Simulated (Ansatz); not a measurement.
CH5O (SMILES C[OH2+]), charge 1, multiplicity 1, relaxed at each level with Ansatz (a quantum-chemistry and plane-wave program); harmonic frequencies from differences of analytic forces, average atomic masses, frozen cores.

Problem. Give the equilibrium geometry, the harmonic frequencies and the zero-point energy at PBE0/def2-TZVPP.

Solution. 
(charge 1, multiplicity 1):
```xyz
7

C     -0.76811     0.13318     0.06929
O      0.69613    -0.10764    -0.13685
H     -1.26273    -0.58595    -0.57569
H     -0.93397     1.15081    -0.26939
H     -0.99842    -0.00876     1.12129
H      0.98247    -1.01762     0.04832
H      1.27454     0.52534     0.32045
```
Frequencies (cm⁻¹): 239, 704, 857, 943, 1176, 1292, 1466, 1476, 1481, 1685, 3104, 3230, 3235, 3692, 3769. Zero-point energy 40.53 kcal/mol.

Problem. Give the equilibrium geometry, the harmonic frequencies and the zero-point energy at CCSD(T)/cc-pVDZ.

Solution. 
(charge 1, multiplicity 1):
```xyz
7

C     -0.77607     0.13528     0.06591
O      0.70735    -0.10408    -0.16904
H     -1.27421    -0.59629    -0.58459
H     -0.94045     1.16687    -0.27363
H     -0.98598    -0.01357     1.13517
H      0.98477    -1.01472     0.06683
H      1.27450     0.51587     0.33677
```
Frequencies (cm⁻¹): 274, 793, 827, 947, 1172, 1292, 1458, 1473, 1477, 1693, 3110, 3253, 3261, 3657, 3744. Zero-point energy 40.64 kcal/mol.
